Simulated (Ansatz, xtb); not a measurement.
## Two isomers of C4H6ClGeN

We compare X, `Clc1ccc[n]1[GeH3]`, a singlet, with Y, `Clc1cc[c]([GeH3])[nH]1`, a singlet. Both are isolated molecules in the gas phase, relaxed with B3LYP/def2-SVP.

Task: Estimate E(Y) − E(X) at the level CCSD(T)/def2-SVP + ΔMP2/def2-TZVPP.

Result: Calculated at CCSD(T)/def2-SVP + ΔMP2/def2-TZVPP: E(Y) − E(X) = +5.8 kcal/mol, so structure X lies lower.

Level by level:

```tsv
level	geometry	E(Y) − E(X) (kcal/mol)	departure from the last row (kcal/mol)	job, with rough time for the two
GFN2-xTB	GFN2-xTB	+15.3	+9.5	optimisation, 0.18 s
HF/STO-3G	GFN2-xTB	+10.5	+4.7	single point, 0.88 s
r2SCAN-D4/def2-SVP	GFN2-xTB	+2.3	−3.5	single point, 8.4 s
B3LYP/def2-SVP	B3LYP/def2-SVP	+4.1	−1.7	optimisation, 2 min
HF/def2-SVP	B3LYP/def2-SVP	+6.1	+0.3	part of the CCSD(T) run
MP2/def2-SVP	B3LYP/def2-SVP	+5.9	+0.1	part of the CCSD(T) run
CCSD(T)/def2-SVP	B3LYP/def2-SVP	+6.0	+0.2	single point
CCSD(T)/def2-SVP + ΔMP2/def2-TZVPP	B3LYP/def2-SVP	+5.8		single point, 2.9 min
```

As drawn, Y has 1 C–Ge, 1 N–H in place of 1 Ge–N, 1 C–H.

None of the levels shown reverses the order. The largest departure from CCSD(T)/def2-SVP + ΔMP2/def2-TZVPP is that of GFN2-xTB, 9.5 kcal/mol. The last row adds to CCSD(T) the change of the MP2 difference between the two basis sets, here −0.2 kcal/mol.

With thermal terms from frequencies at re-optimised GFN2-xTB minima (ideal gas, soft modes damped towards free rotors, one conformer each, 298.15 K, 1 atm): the zero-point term adds −0.1 kcal/mol; ΔH is +6.0 and ΔG +5.0 kcal/mol.

The correlated steps freeze 19 core orbitals; the filled d shell of Ge is correlated, in a basis made for valence electrons. Programs: Ansatz 0.2.0, xtb 6.7.1; the last row on 2 threads of Arm Neoverse V2 on a shared host.
